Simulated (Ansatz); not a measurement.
System: sum formula BNH2F, charge 0, multiplicity 2. It need not be the lowest isomer of its formula. 
Coordinates optimised at B3LYP-D3(BJ)/def2-TZVP (Ansatz, a first-principles code):
SMILES: [NH]BF
```xyz
5

B     -0.3380     0.0907    -0.2603
F      0.1698     1.0668     0.4915
H     -1.2966     0.3183    -0.9451
N      0.1203    -1.2294    -0.1846
H      0.6159    -1.7671    -0.8846
```
Charge 0, spin multiplicity 2.

Basis-set convergence of Hartree-Fock and CCSD(T) correlation energies (hartree) with Ansatz. Correlated levels leave the core frozen unless marked. Open shells are spin-unrestricted. Spin-orbit coupling is left out. Non-relativistic.

```tsv
basis	functions	E(HF)	E(corr, CCSD(T))
cc-pVDZ	-	-179.77998	-0.43565
cc-pVTZ	118	[?]	[?]
```

**Question.** Complete the blanks.

**Answer.** 
- cc-pVTZ, E(HF): -179.84311
- cc-pVTZ, E(corr, CCSD(T)): -0.55705
